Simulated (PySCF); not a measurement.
# Frontier orbitals and the lowest excitations

C5H6F3P.
Z-matrix (Å and degrees, GFN2-xTB geometry), rows numbered from 1:
```
C 
C   1  1.4855
C   2  1.3332  1  124.72
P   3  1.8009  2  121.39  1   179.99
C   4  1.6772  3   99.66  2  -179.99
C   5  1.4768  4  119.66  3   179.97
F   6  1.3511  5  112.95  4   120.37
F   6  1.3511  5  112.95  4  -120.34
F   6  1.3432  5  112.63  4     0.01
H   1  1.0873  2  111.50  3     0.03
H   1  1.0899  2  109.89  3  -121.08
H   1  1.0898  2  109.89  3   121.13
H   2  1.0829  1  115.61  3  -179.99
H   3  1.0832  2  120.28  1    -0.01
H   5  1.0798  4  125.76  3    -0.02
```

Theory: TDDFT CAM-B3LYP/def2-SVPD, vertical, gas phase, core orbitals frozen in the response in PySCF.

Frontier orbitals with the atoms that hold most of them (Löwdin shares over 4%, at most four atoms; ? is withheld):

```csv
orbital,ε (eV),atoms
LUMO+2,1.21,"C1 31%, C2 15%, C3 11%, H11 9%"
LUMO+1,1.00,"C3 31%, C2 24%, P4 20%, H14 6%"
LUMO,-1.33,?
HOMO,-8.65,?
HOMO-1,-9.68,"P4 60%, C3 17%, C5 11%"
HOMO-2,-10.68,"C3 28%, P4 22%, C2 16%, C5 15%"
HOMO-3,-11.80,"P4 20%, C5 17%, C2 14%, C3 12%"
```

(1) Give the leading atoms of the HOMO.

(2) Which atoms hold the LUMO, and with what shares?

(3) How does S1 compare with the orbital gap of 7.32 eV?

(4) One configuration dominates each of S1, S2, S3 and S5. Which, and how do the shares of the two leading atoms of either orbital change from the occupied to the empty one?

Results:

(1) C5 (bonded to C, P and H) 31%; C3 (bonded to C, P and H) 17%; C2 (bonded to 2 C and H) 17%; P4 (bonded to 2 C) 16%. By element: carbon 64% or more, phosphorus 16%.

(2) P4 (bonded to 2 C) 37%; C5 (bonded to C, P and H) 28%; C2 (bonded to 2 C and H) 12%; C3 (bonded to C, P and H) 9%. By element: carbon 48% or more, phosphorus 37%.

(3) S1 is at 4.56 eV (f = 0.0088), 2.76 eV below the gap, made of HOMO-1→LUMO (99%). Its leading pair isn't HOMO and LUMO; the energies of that pair differ by 8.35 eV. 

(4) 
- S1 (4.56 eV, f 0.0088), HOMO-1→LUMO (99%): P4 60% → 37%, C3 17% → 9%, C5 11% → 28%
- S2 (4.83 eV, f 0.459), HOMO→LUMO (96%): C5 31% → 28%, C3 17% → 9%, P4 16% → 37%
- S3 (6.45 eV, f 0.037), HOMO-2→LUMO (82%): C3 28% → 9%, P4 22% → 37%, C5 15% → 28%
- S5 (6.81 eV, f 0.209), HOMO→LUMO+1 (82%): C5 31% → at most 7%, C3 17% → 31%, C2 17% → 24%

Löwdin shares depend on the basis, the more so with diffuse functions.

Rough CPU time on one thread of a shared machine: about 2.5 min.

One conformer stands for the species.
